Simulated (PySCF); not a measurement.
**Potential energy of SnO along the bond**

Set-up: PySCF, scalar-relativistic core potentials, basis sets Sn def2-SVPD with ECP28, O def2-SVPD. Energies in eV from Sn + O in their ground configurations at the same level. State: ¹Σ⁺ (singlet), closed shell.

```json
{"R (Å)": "1.592", "PBE0": "-3.313"}
{"R (Å)": "1.666", "PBE0": "-4.346"}
{"R (Å)": "1.740", "PBE0": "-4.910"}
{"R (Å)": "1.796", "PBE0": "-5.108"}
{"R (Å)": "1.851", "PBE0": "-5.161"}
{"R (Å)": "1.907", "PBE0": "-5.103"}
{"R (Å)": "1.981", "PBE0": "-4.898"}
{"R (Å)": "2.073", "PBE0": "-4.503"}
{"R (Å)": "2.184", "PBE0": "-3.911"}
{"R (Å)": "2.332", "PBE0": "-3.040"}
```

Q: Put a parabola through the three lowest points of the PBE0 curve and estimate Re, k and ωe (reduced mass 14.11 u; 1 eV/Å² = 0.16022 mdyn/Å; ωe = 1302.8·√(k/μ) cm⁻¹).

A: Through R = 1.796, 1.851, 1.907 Å the second-order coefficient is 18.0 eV/Å², so Re ≈ 1.850 Å, k ≈ 5.77 mdyn/Å and ωe ≈ 833 cm⁻¹. A polynomial fit of higher order to the unrounded PBE0 energies gives Re = 1.847 Å, k = 5.84 mdyn/Å, ωe = 838 cm⁻¹; anharmonicity and rounding make the difference.

The higher-order fit for each curve: PBE0: Re = 1.847 Å, ωe = 838 cm⁻¹, De = 5.16 eV.

Spin–orbit coupling is left out, which matters for elements this heavy, above all for dissociation energies.
